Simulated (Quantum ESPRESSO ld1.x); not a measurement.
Al2+, 11 electrons, occupied as [Ne] 3s1 (the NIST ground configuration). All-electron calculation, non-relativistic Kohn-Sham, PW91, spin-unpolarised, spherical densities, point nucleus. Program: ld1.x of Quantum ESPRESSO 7.5.

X-ray form factor f0, the Fourier transform of the density (f0(0) = 11):

sin(theta)/lambda (1/angstrom)  f0 (electrons)
0.05                                    10.833
0.1                                     10.390
0.15                                     9.792
0.2                                      9.151
0.25                                     8.522
0.3                                      7.916
0.4                                      6.755
0.5                                      5.662
0.6                                      4.684
0.8                                      3.212
1                                        2.333
1.25                                     1.763
1.5                                      1.483
2                                        1.191
